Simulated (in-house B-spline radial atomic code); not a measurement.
Configurations of Au VII (Au6+), with energies counted from [Xe] 4f14 5d5. All numbers are computed (Dirac-Hartree-Fock, average of configuration; Fermi nucleus of rms radius 5.4371 fm) with a radial B-spline atomic code at the basis-set limit, not measured. Energies include first-order Breit, QED and recoil terms.

Occupations are held fixed; configurations that lie above the ionisation limit could autoionise.

| configuration | E - E(ref) (eV) | highest orbital | its <r> (bohr) |
| --- | --- | --- | --- |
| [Xe] 4f14 5d4 5g1 | 66.384 | 5g7/2 | 3.833 |
| [Xe] 4f14 5d4 8p1 | 70.203 | 8p3/2 | 6.177 |
| [Xe] 4f14 5d4 9p1 | 76.94 | 9p3/2 | 8.721 |
| [Xe] 4f13 5d5 6p1 | 122.67 | 6p3/2 | 2.32 |
| [Kr] 4d10 4f14 5s2 5p5 5d5 5g1 | 130.94 | 5g7/2 | 3.822 |
| [Kr] 4d10 4f14 5s2 5p5 5d5 9s1 | 139.77 | 9s1/2 | 7.923 |
| [Kr] 4d10 4f14 5s2 5p5 5d5 8f1 | 143.61 | 8f7/2 | 9.168 |
| [Xe] 4f13 5d5 8p1 | 161.3 | 8p3/2 | 6.137 |

**Question.** Order these further configurations by energy, lowest first.
A. [Kr] 4d10 4f14 5s2 5p5 5d5 6s1
B. [Kr] 4d10 4f14 5s2 5p5 5d5 5f1
C. [Xe] 4f14 5d4 7g1
D. [Xe] 4f14 5d4 7s1
E. [Xe] 4f13 5d5 7g1

**Answer.** D (52.559 eV), C (79.518 eV), A (82.992 eV), B (111.96 eV), E (170.75 eV).

**Question.** How far above the reference does [Kr] 4d10 4f14 5s2 5p5 5d6 lie?

**Answer.** 63.929 eV; its least bound orbital is 5d5/2 with <r> = 1.305 bohr.

**Question.** How far above the reference does [Xe] 4f14 5d4 9g1 lie?

**Answer.** 84.975 eV; its least bound orbital is 9g7/2 with <r> = 15.66 bohr.

**Question.** How far above the reference does [Xe] 4f14 5d4 6p1 lie?

**Answer.** 32.18 eV; its least bound orbital is 6p3/2 with <r> = 2.348 bohr.
